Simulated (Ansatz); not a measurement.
Input (CCSDT(Q)/aug-cc-pV(T+d)Z; Ansatz, a first-principles code): A basis named .json is the Basis Set Exchange file of that set.

Ansatz 0.2 input:
```yaml
crystal:
  periodic: [false, false, false]
  atoms:
    - {symbol: F, position_ang: [-0.00000000, -0.00000000, -1.11767544]}
    - {symbol: S, position_ang: [0.00000000, 0.00000000, 0.62869244]}
basis:
  gaussian:
    orbitals: aug-cc-pV_T+d_Z.json
total_charge: -1
magnetization: {spin_polarized: false}
correlation: {method: ccsdt_q, electrons: outside_noble_gas}
```

Output:

```
Functional definition: HF
integrals: 0.18 GiB planned
1150 factors; integrals over basis functions are off by at most 1.3e-7 eV
mean field: 0.27 GiB planned
mean field evaluation 1: about -13521.6302 eV, gradient 3.9e1 eV
mean field evaluation 2: about -13521.6298 eV, gradient 3.9e1 eV
mean field evaluation 4: about -13524.4030 eV, gradient 2.8e0 eV
mean field evaluation 8: about -13524.4320 eV, gradient 1.3e-3 eV
mean field evaluation 16: about -13524.4306 eV, gradient 3.0e-1 eV
mean field evaluation 32: about -13513.3362 eV, gradient 5.3e1 eV
mean field evaluation 64: about -13506.8914 eV, gradient 3.4e1 eV
mean field -13524.43203796 eV, -497.0137102057 hartree, gradient 4.0e-6 eV, S^2 0.000000; 2 other end points of the search recorded, 0 dependent functions left out
6 core orbitals not correlated
reference -13524.43203796 eV, -497.0137102057 hartree; 7, 7 occupied and 88, 88 virtual orbitals, 1150 factors
second order -12.15102812 eV of doubles, -0.00000000 eV of singles
coupled cluster: 2.42 GiB planned
cycle   1  -12.16461669 eV  change   -1.4e-2 eV  update   1.1e-1
cycle   2  -12.73057262 eV  change   -5.7e-1 eV  update   6.6e-2
cycle   3  -13.18179673 eV  change   -4.5e-1 eV  update   2.5e-2
cycle   4  -13.13315524 eV  change    4.9e-2 eV  update   9.7e-3
cycle   5  -13.09805489 eV  change    3.5e-2 eV  update   4.9e-3
cycle   6  -13.10238210 eV  change   -4.3e-3 eV  update   2.8e-3
cycle   7  -13.10807216 eV  change   -5.7e-3 eV  update   1.3e-3
cycle   8  -13.10918456 eV  change   -1.1e-3 eV  update   7.9e-4
cycle   9  -13.10812634 eV  change    1.1e-3 eV  update   3.7e-4
cycle  10  -13.10833242 eV  change   -2.1e-4 eV  update   2.1e-4
cycle  11  -13.10804893 eV  change    2.8e-4 eV  update   1.3e-4
cycle  12  -13.10780138 eV  change    2.5e-4 eV  update   5.7e-5
cycle  13  -13.10778768 eV  change    1.4e-5 eV  update   2.5e-5
cycle  14  -13.10776977 eV  change    1.8e-5 eV  update   1.3e-5
cycle  15  -13.10775531 eV  change    1.4e-5 eV  update   5.2e-6
cycle  16  -13.10775511 eV  change    2.0e-7 eV  update   2.8e-6
cycle  17  -13.10775653 eV  change   -1.4e-6 eV  update   1.4e-6
perturbative correction -0.02833336 eV, -0.0010412316 hartree
Total energy: -13537.56812785 eV, -497.4964526053 hartree
```
